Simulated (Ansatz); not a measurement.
Cost and result for the atomization energy of C2H3BrF2, SMILES `FC(F)CBr` (8 atoms, 7 bonds).

The species carries charge 0 and has multiplicity 1. Correlated methods include outer-core shells of Br, which these sets cover unevenly. Scalar relativity is left out up to krypton. The structure was optimised at the PBE0-D4/def2-TZVP level. It is one conformer, not always the lowest. Program: Ansatz. All runs use 4 threads of an Intel Xeon 6975P-C on a shared host. Times are those of one run each, without the atoms' runs, and a repeat can differ threefold. Electronic energies, without spin–orbit coupling; frozen cores. CCSD(T)/CBS adds CCSD(T) − MP2 in def2-TZVPP to the MP2 limit, and its time is that of the two runs behind it. T1 = 0.010. With those shells the extrapolation isn't a true limit.

CCSD(T)/CBS is a level of theory with its own doubt, some kJ/mol a heavy atom from the limit and from the frozen cores, so smaller differences don't rank the functionals.

```csv
level,functions,wall time
LDA (SPW92)/def2-TZVPP,214,0.55 s
BLYP-D4/def2-TZVPP,214,0.85 s
PBE0-D4/def2-TZVPP,214,1.3 s
BHLYP-D4/def2-TZVPP,214,1.4 s
CAM-B3LYP-D4/def2-TZVPP,214,1.6 s
r2SCAN-D4/def2-TZVPP (with forces),214,1.9 s
r2SCANh-D4/def2-TZVPP,214,2.1 s
PBE-QIDH/def2-TZVPP,214,2.3 s
CCSD(T)/def2-SVP,103,3.2 s
ωB97M-V/def2-TZVPP (with forces),214,4 s
MP2/def2-QZVPP,407,10 s
CCSD(T)/def2-TZVPP,214,36 s
CCSD(T)/CBS(def2),–,46 s
```

(1) What atomization energy does each give, and how far from CCSD(T)/CBS? (An estimate is asked.)

Results:

(1) The calculation gave: 
```tsv
level	atomization (kcal/mol)	difference from CCSD(T)/CBS	per bond
LDA (SPW92)/def2-TZVPP	831.7	127.9	18.3
BLYP-D4/def2-TZVPP	701.7	-2.1	-0.3
PBE0-D4/def2-TZVPP	707.4	3.6	0.5
BHLYP-D4/def2-TZVPP	670.1	-33.7	-4.8
CAM-B3LYP-D4/def2-TZVPP	704.4	0.6	0.1
r2SCAN-D4/def2-TZVPP (with forces)	706.5	2.7	0.4
r2SCANh-D4/def2-TZVPP	699.8	-4.0	-0.6
PBE-QIDH/def2-TZVPP	700.3	-3.5	-0.5
CCSD(T)/def2-SVP	666.5	-37.3	-5.3
ωB97M-V/def2-TZVPP (with forces)	703.4	-0.4	0.0
MP2/def2-QZVPP	717.4	13.6	1.9
CCSD(T)/def2-TZVPP	684.5	-19.3	-2.7
CCSD(T)/CBS(def2)	703.8	0.0	0.0
```

At CCSD(T), def2-SVP lies −37.3 kcal/mol from the extrapolated value and def2-TZVPP −19.2 kcal/mol: correlation converges slowly with the basis, and small sets miss more of it in the bonded molecule than in its fragments. From r2SCAN to r2SCAN0 (25 % exact exchange), in def2-TZVPP and without D4, the atomization energy moves by −16.4 kcal/mol: exact exchange takes away binding that semilocal exchange gives to molecules. The D4 term adds +5.6 kcal/mol with B3LYP and +2.9 kcal/mol with PBE0; it sums over pairs of atoms, weighted by their polarisabilities, and B3LYP, whose exchange is more repulsive, gets the larger term.

B3LYP here is the variant with VWN-RPA as its local correlation; programs differ in this.
